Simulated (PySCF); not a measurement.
Bonds (- single, = double, # triple, : aromatic): C1-C2, C2-Si3, Si3-C4, C4-F5, C4-Si6, Si6-C7, C7#N8, Si6-C2. C1 carries H9, H10, H11; C2 carries H12; Si3 carries H13, H14; C4 carries H15; Si6 carries H16. Stereochemistry as in C[C@@H]1[SiH2][C@H](F)[Si@@H]1C#N. H13 is cis to C1 on the ring; H14 is trans to C1 on the ring.

[PySCF: shieldings: GIAO PBE0/pcSseg-1; structure optimised with GFN2-xTB; fast rotation and ring inversion assumed for equivalent nuclei; relativity neglected; no solvent; single conformer]

Referencing at the same level of theory: TMS for 13C (σref 186.93), 1H (σref 31.72), 29Si (σref 349.16); CFCl3 for 19F (σref 170.95); 15N (σref 267.73) vs NH3.

| atoms | nucleus | count | δ (ppm) |
| --- | --- | --- | --- |
| H15 | 1H | 1 | 5.73 |
| F5 | 19F | 1 | -275.5 |
| H13 | 1H | 1 | 4.84 |
| Si3 | 29Si | 1 | -24.5 |
| H9/H10/H11 | 1H | 3 | ? |
| H16 | 1H | 1 | 5.23 |
| C2 | 13C | 1 | 7.3 |
| C1 | 13C | 1 | 15.0 |
| H12 | 1H | 1 | 1.09 |
| C7 | 13C | 1 | 122.3 |
| N8 | 15N | 1 | ? |
| H14 | 1H | 1 | 4.90 |
| Si6 | 29Si | 1 | ? |
| C4 | 13C | 1 | ? |

Problem. Estimate the values marked ?.

Solution. 
- C4: 85.7 ppm, sp3 CH bonded to F and 2 Si; pulled downfield by the heteroatom
- H9/H10/H11: 1.61 ppm, hydrogen on a methyl carbon
- Si6: -31.7 ppm, silicon bonded to 3 C, H, in a 4-membered ring
- N8: 374.3 ppm, nitrile nitrogen

Shifts are as computed. Against solution values, carbons near 30 ppm lie about +3 ppm off and those near 130 ppm about +5 ppm. Of 1211 compounds with measured shifts, 218 miss one by over three times the rms of a fit or turn the order of signals round; such compounds aren't used in these exercises. Unscaled 19F shifts against computed CFCl3 carry errors that often reach 10 to 50 ppm. Experimental scales use liquid or dissolved standards, which lie at an offset from isolated NH3 (liquid NH3: subtract about 20 ppm). Unscaled 15N shifts of sp2 nitrogen come out 20 to 40 ppm too high even then.
